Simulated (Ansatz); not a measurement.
Cost and result up the ladder for `FC(F)(F)c1ccc(-c2ccc(-c3ccc(-c4ccc(C(F)(F)F)o4)o3)o2)o1` (36 atoms). Charge 0, multiplicity 1. Geometry: r2SCAN-D4/def2-SVP.

Cartesian coordinates in Å:
```
F -6.413 -0.246 -1.720
C -6.141 0.810 -2.506
F -5.564 0.325 -3.619
F -7.303 1.381 -2.853
C -5.281 1.809 -1.820
C -5.467 3.130 -1.506
C -4.277 3.544 -0.848
C -3.449 2.436 -0.812
C -2.133 2.225 -0.286
C -1.239 3.057 0.364
C -0.091 2.274 0.641
C -0.356 1.010 0.144
C 0.393 -0.204 0.114
C 0.123 -1.465 -0.384
C 1.268 -2.255 -0.110
C 2.164 -1.427 0.540
C 3.477 -1.631 1.066
C 4.371 -0.801 1.715
C 5.520 -1.596 1.990
C 5.243 -2.842 1.493
C 6.022 -4.107 1.462
F 6.242 -4.535 0.207
F 5.392 -5.105 2.106
F 7.211 -3.916 2.052
O 4.008 -2.876 0.930
O 1.634 -0.179 0.677
O -1.594 0.981 -0.419
O -4.065 1.379 -1.405
H -6.352 3.724 -1.724
H -4.051 4.531 -0.449
H -1.398 4.106 0.608
H 0.824 2.582 1.143
H -0.795 -1.766 -0.885
H 1.432 -3.303 -0.351
H 4.209 0.247 1.957
H 6.438 -1.296 2.491
```

Ansatz on 2 threads of AMD EPYC 7R13 on a shared host and a share (18 GiB) of an NVIDIA H100 80GB HBM3. Times are rough, and most runs start from the orbitals of an earlier one. PBE0-D4/def2-TZVP serves as the yardstick here, not as an exact answer. Differences are given only for rows in sets of like size (and for xTB, whose basis is part of the method), since another set adds its own error. Binding counts from free atoms at the same level (F doublet, C triplet, O triplet, H doublet; other spins of the atoms weren't run), without zero-point energy or a counterpoise term.

Single mean-field runs in def2-SVP, def2-TZVP are fitted with def2-universal-jkfit.

```json
{"level": "PBE-D4/def2-SVP", "functions": "432", "wall time": "4.4 s"}
{"level": "PBE0-D4/def2-SVP", "functions": "432", "wall time": "6 s"}
{"level": "PBE-D4/def2-TZVP", "functions": "916", "wall time": "9 s"}
{"level": "PBE0-D4/def2-TZVP", "functions": "916", "wall time": "9.5 s"}
{"level": "r2SCAN-D4/def2-TZVP (with forces)", "functions": "916", "wall time": "11 s"}
```

Q: Estimate what each level gives for the binding energy per atom (eV).

A: 
| level | binding energy per atom (eV) | difference from PBE0-D4/def2-TZVP (eV) |
| --- | --- | --- |
| PBE-D4/def2-SVP | 5.61 | – |
| PBE0-D4/def2-SVP | 5.41 | – |
| PBE-D4/def2-TZVP | 5.49 | 0.19 |
| PBE0-D4/def2-TZVP | 5.30 | 0.00 |
| r2SCAN-D4/def2-TZVP (with forces) | 5.26 | -0.04 |
